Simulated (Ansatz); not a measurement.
This geometry of CH4BFN2 (9 atoms, charge 0, multiplicity 1) is a first-order saddle point.

Method: RKS PBE-D4/def2-SVP in Ansatz.

```xyz
9
Properties=species:S:1:pos:R:3
N -1.450 0.105 1.091
C -0.494 -0.512 0.433
N 0.209 0.433 -0.210
B 1.343 0.271 -1.040
F 1.915 1.351 -1.594
H -0.816 1.105 0.494
H -2.147 -0.370 1.675
H -0.301 -1.603 0.410
H 1.831 -0.826 -1.276
```

Task: Which two structures does it join? (They come from a converged band through this point; their orientation in space is the band's.)

Result: Bonds broken: N1–H6. Bonds formed: N3–H6.

Initial state:

```xyz
9
Properties=species:S:1:pos:R:3
N -1.432 0.102 1.071
C -0.365 -0.222 0.311
N 0.337 0.660 -0.327
B 1.436 0.188 -1.101
F 2.201 1.066 -1.766
H -1.698 1.086 1.146
H -1.973 -0.605 1.565
H -0.157 -1.323 0.293
H 1.740 -0.999 -1.208
```

Final state:

```xyz
9
Properties=species:S:1:pos:R:3
N -1.634 -0.089 1.248
C -0.627 -0.420 0.528
N 0.118 0.542 -0.148
B 1.246 0.298 -0.971
F 1.856 1.339 -1.555
H -0.231 1.497 0.002
H -2.056 -0.931 1.666
H -0.245 -1.452 0.362
H 1.661 -0.830 -1.150
```

Task: How far does it lie above each of them?

Result: 136.5 kJ/mol above the first and 160.9 kJ/mol above the second. This is the barrier of this one path; another mechanism may lie lower. The orbitals stay closed-shell, which can raise the energy where a bond breaks towards radicals; this wasn't checked here.

Time of the run: 110 s on 2 threads of Intel(R) Xeon(R) Platinum 8375C CPU @ 2.90GHz (Ice Lake), on a shared host, peak memory 0.18 GiB.
